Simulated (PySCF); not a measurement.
FHSi, SMILES F[SiH] (connectivity only; charge and spin as stated), charge +1, multiplicity 2. Atoms are numbered in the order given.

```xyz
3

Si     0.1262     0.5433     0.0000
H     -1.1724     1.3219     0.0000
F     -0.0661    -0.9920     0.0000
```
Charge +1, spin multiplicity 2.

Geometry optimised at TPSSh-D3(BJ)/def2-TZVPD. The multiplicity is an assumed one; other spin states were not compared. The isomer is the one that the SMILES or the coordinates give; other isomers of the formula were not compared.

Calculation: TPSSh-D3(BJ)/def2-TZVPD (PySCF).

Frequencies are harmonic and unscaled.

### Question
Give all harmonic wavenumbers and intensities. (The exact figures need the calculation; the answer reports its results.)

### Answer

| mode | ν (cm⁻¹) | IR (km/mol) | moving atoms (share of kinetic energy) |
|---|---|---|---|
| 1 | 664 | 20.2 | H 88 % |
| 2 | 1013 | 110.0 | F 59 %, Si 40 % |
| 3 | 1975 | 24.2 | H 96 % |
